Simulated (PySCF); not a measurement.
Constitutional and geometric isomers with formula CH6OSi2. Isolated molecules, 0 K electronic values unless said otherwise. One relaxed conformer stands for each flexible species; it need not be the lowest. Strings in code marks are SMILES.

The four lowest singlet excitations (Tamm–Dancoff). All values below come from PySCF 2.14.0 with TPSSh-D3(BJ)/def2-TZVP // B3LYP-D3(BJ)/def2-TZVP. Excitations are Tamm–Dancoff values on a coarser integration grid. The basis has no diffuse functions, so Rydberg states are missing or too high.

```
state  energy (eV)  wavelength (nm)  oscillator strength
-----  -----------  ---------------  -------------------
S1            4.64              267                0.015
S2            5.69              218                0.273
S3            6.11              203                0.048
S4            6.25              198                0.014
```

Task: Name which member gives these states.
(A) `[SiH3][C@@H]1O[SiH2]1`
(B) `C=[SiH][SiH2]O` (C–Si–Si–O torsion -11°, Si–Si–O–H torsion -47°)
(C) `O=C[SiH2][SiH3]` (O–C–Si–Si torsion 94°)
(D) `C=[SiH]O[SiH3]` (C–Si–O–Si torsion 1°)

Result: D, `C=[SiH]O[SiH3]` (C–Si–O–Si torsion 1°)
